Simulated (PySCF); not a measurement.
C8H16BN.
Atom-mapped SMILES: `[CH3:1][C:2]#[C:3][C@H:4]1[CH2:5][CH2:6][BH2-:7][N+:8]1([CH3:9])[CH3:10]`

Structure used (PBE0-D3(BJ)/def2-SVP), in Å, numbered top down from 1:
```xyz
26
C8H16BN angstrom
C      4.091   -1.148    0.292
C      2.656   -1.382    0.266
C      1.460   -1.583    0.240
C      0.027   -1.848    0.210
C     -0.456   -3.024    1.071
C     -1.973   -2.831    1.258
B     -2.318   -1.356    0.648
N     -0.812   -0.674    0.624
C     -0.714    0.428   -0.338
C     -0.452   -0.194    1.967
H      4.333   -0.244    0.872
H      4.492   -1.012   -0.725
H      4.621   -1.995    0.755
H     -0.281   -2.041   -0.831
H      0.091   -3.015    2.027
H     -0.175   -3.964    0.572
H     -2.535   -3.610    0.721
H     -2.238   -2.942    2.321
H     -3.034   -0.611    1.308
H     -2.649   -1.389   -0.536
H     -0.967    0.053   -1.337
H     -1.442    1.201   -0.061
H      0.303    0.851   -0.343
H     -1.100    0.655    2.215
H      0.605    0.113    1.998
H     -0.627   -0.987    2.703
```

Definitions: NICS(0) = −σiso at the ring centroid; NICS(1) = −σiso and NICS(1)zz = −σzz at ±1 Å along the ring normal z. Level: GIAO PBE0/pcSseg-1 (PySCF, non-relativistic, gas phase) on the PBE0-D3(BJ)/def2-SVP geometry, one conformer.

Ring bond lengths (Å), with Mayer bond orders in brackets: C4–C5 1.535 (1.02), C5–C6 1.541 (1.02), C6–B7 1.633 (0.91), B7–N8 1.654 (0.56), N8–C4 1.501 (0.87).

Task: Give the NICS values of each ring in ppm.

Result: 
| ring | type | NICS(0) | NICS(1), two faces | NICS(1)zz, two faces | rms pucker (Å) | centre to ring atoms, mean (Å) |
| --- | --- | --- | --- | --- | --- | --- |
| C4–C5–C6–B7–N8 | 5-membered ring with B and N; formal bonds all single | -6.3 | -4.5 / -3.1 | -5.0 / -2.4 | 0.20 | 1.31 |

Task: What can be read from them?

Result: 
- C4–C5–C6–B7–N8: mean NICS(1)zz -3.7 ppm, shielded. C4, C5, C6, B7, N8 have four or more neighbours; no verdict on aromaticity is drawn.

Task: Give the inner angles of the rings and the Hirshfeld charges of the ring atoms.

Result: 
- C4–C5–C6–B7–N8: C4 105.6° (+0.042 e), C5 106.4° (-0.068 e), C6 106.0° (-0.153 e), B7 100.7° (-0.036 e), N8 101.0° (+0.044 e); sum 519.6° against 540° for a flat convex ring.

Task: What are the shieldings of the ring atoms and their hydrogens in the same run (means over atoms taken as equivalent)?

Result: 
| atoms | environment | σ isotropic (ppm) | principal values of the symmetric part, first atom (ppm) |
| --- | --- | --- | --- |
| C4 | sp3 carbon bound to nitrogen | 119.7 | 84.7, 116.3, 158.2 |
| C5 | ring CH2 carbon | 149.6 | 114.7, 154.2, 179.7 |
| C6 | sp3 carbon bound to boron | 176.1 | 157.4, 174.2, 196.8 |
| B7 | four-coordinate boron | 106.4 | 82.0, 98.4, 138.8 |
| N8 | nitrogen bonded to B and 3 C | 188.6 | 165.8, 182.8, 217.1 |
| H14 | methine hydrogen | 27.86 | 24.9, 26.9, 31.7 |
| H15 | methylene hydrogen | 29.64 | 25.5, 29.0, 34.4 |
| H16 | methylene hydrogen | 29.11 | 24.0, 28.1, 35.2 |
| H17 | methylene hydrogen | 30.36 | 26.0, 26.9, 38.1 |
| H18 | methylene hydrogen | 30.52 | 26.6, 27.1, 37.9 |
| H19 | B–H hydrogen | 28.82 | 25.2, 27.7, 33.5 |
| H20 | B–H hydrogen | 29.01 | 24.5, 28.8, 33.7 |

Task: How do the values depend on the level or the medium?

Result: 
```
             level  NICS(0), C4–C5–C6–B7–N8  mean NICS(1)zz, C4–C5–C6–B7–N8
PBE0/pcSseg-1, gas                     -6.3                            -3.7
WP04/pcSseg-1, gas                     -5.8                            -3.1
```

The geometry is the same throughout.

Time: 62 s of wall time; peak memory 1.2 GiB. Hardware: one thread of an Arm Neoverse V1, on a shared host. This is the whole shielding run at PBE0/pcSseg-1, SCF included.
